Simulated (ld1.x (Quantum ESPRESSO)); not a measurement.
## Building the ultrasoft potential for K (Z = 19) (revPBE, scalar-relativistic).

- Element: potassium (K)
- Generator: ld1.x (Quantum ESPRESSO) 7.5
- Type: ultrasoft
- Functional: revPBE
- Relativity: scalar-relativistic
- Frozen core: [Ar]
- Valence charge: 1
- Reference configuration: 3d0 4s0.5 4p0 (charge +0.5)
- Partial waves: 4s (bound): rcut 2.40, rcutus 2.85 bohr; 4s channel at 0.15 Ry: rcut 2.40, rcutus 2.85 bohr; 4p (bound, empty): rcut 3.65, rcutus 4.35 bohr; 4p channel at 0.75 Ry: rcut 3.65, rcutus 4.35 bohr; 3d (bound, empty): rcut 3.45, rcutus 4.40 bohr; 3d channel at 1.85 Ry: rcut 3.45, rcutus 4.40 bohr
- Local potential: all-electron potential smoothed inside 2.20 bohr (lloc = -2)
- Core correction: none
- Augmentation charge: PSQ, inside the norm-conserving radii

All-electron outer shells of the reference configuration (revPBE, scalar-relativistic, ld1.x):

```json
{"shell": "3p", "level (eV)": "-21.61", "outermost node (bohr)": "0.45", "outermost maximum (bohr)": "1.15"}
{"shell": "4s", "level (eV)": "-4.19", "outermost node (bohr)": "1.58", "outermost maximum (bohr)": "3.83"}
{"shell": "4p", "level (eV)": "-2.36", "outermost node (bohr)": "1.85", "outermost maximum (bohr)": "5.17"}
{"shell": "3d", "level (eV)": "-1.49", "outermost node (bohr)": "–", "outermost maximum (bohr)": "3.47"}
```

**Question.** Does this generation succeed?

**Answer.** No. ld1.x (Quantum ESPRESSO) 7.5 stopped with "chargeps: negative rho": the pseudo-density turned negative during the self-consistent test, most likely because a state had been found with a wrong node count and its wave set to zero before. Before that it printed "Warning: n=1, l=0 expected 0 nodes, found 1".
